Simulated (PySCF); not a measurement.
C3H6BNO, SMILES C(B(OC)N)#C.

Geometry: PBE0-D3(BJ)/def2-SVP. The structure was generated by enumeration, and PubChem lists no compound with its InChIKey, so it may never have been made. Other conformers were not sampled.

Two levels are set side by side: PBE/def2-TZVP (PySCF) and r2SCAN/def2-TZVP (PySCF). Same geometry, gas phase. Differences are taken from unrounded values.

```tsv
quantity	PBE
orbital gap (eV)	5.00
highest occupied level (eV)	-6.11
lowest empty level (eV)	-1.10
dipole moment (D)	0.43
mean polarisability (bohr³)	61.5
```

Problem. These are the PBE values. What does r2SCAN give? (The exact figures need the calculation; the answer reports its results.)

Solution. 
```json
[
 {"quantity": "orbital gap (eV)", "r2SCAN": "5.50", "PBE minus r2SCAN": "-0.50"},
 {"quantity": "highest occupied level (eV)", "r2SCAN": "-6.39", "PBE minus r2SCAN": "0.29"},
 {"quantity": "lowest empty level (eV)", "r2SCAN": "-0.89", "PBE minus r2SCAN": "-0.21"},
 {"quantity": "dipole moment (D)", "r2SCAN": "0.44", "PBE minus r2SCAN": "-0.01"},
 {"quantity": "mean polarisability (bohr³)", "r2SCAN": "59.8", "PBE minus r2SCAN": "1.7"}
]
```

Rough cost on one machine, each run with all the roots and properties that it gave: r2SCAN against PBE about 4 times.
